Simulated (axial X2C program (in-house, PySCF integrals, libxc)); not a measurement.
## Which molecule has these constants?

Computed with an axial X2C code built on PySCF integrals, spin-free (one-electron X2C) or two-component (2c: spin–orbit coupling with atomic mean-field Coulomb and Gaunt terms, which also bring small scalar terms), in Dyall basis sets with cores contracted in-house; open shells are unrestricted.

A two-component CCSD(T) calculation in a Dyall 3-zeta basis gave Re = 2.134 Å, ωe = 440.7 cm⁻¹, De = 1.18 eV, Ω = 0.

Task: Which molecule is it?
A. SrBr⁻
B. CaBr⁻
C. BeBr⁻
D. MgBr⁻

Result: C. The others have MgBr⁻ 2.584 Å and 227.0 cm⁻¹ (Ω = 0); SrBr⁻ 2.938 Å and 159.5 cm⁻¹ (Ω = 0); CaBr⁻ 2.797 Å and 207.1 cm⁻¹ (Ω = 0).

Frozen shells (counts by l): BeBr⁻ Br 3s2p1d, Be 1s, 10 electrons correlated; MgBr⁻ Br 3s2p1d, Mg 2s1p, 10 electrons correlated; SrBr⁻ Sr 4s3p1d, Br 3s2p1d, 10 electrons correlated; CaBr⁻ Br 3s2p1d, Ca 3s2p, 10 electrons correlated. Coupled cluster in natural virtuals with an MP2 remainder. Where the outer core of a metal is frozen, bonds come out longer and ionisation energies lower.

Each entry is the lowest single determinant of a limited PBE0 search at one distance. De goes to single-determinant-based atoms at the same level (for ions the charge split of lowest energy) and is withheld (n/a) where an atom does not fit its ground term or J level. Main or longest-lived isotopes.
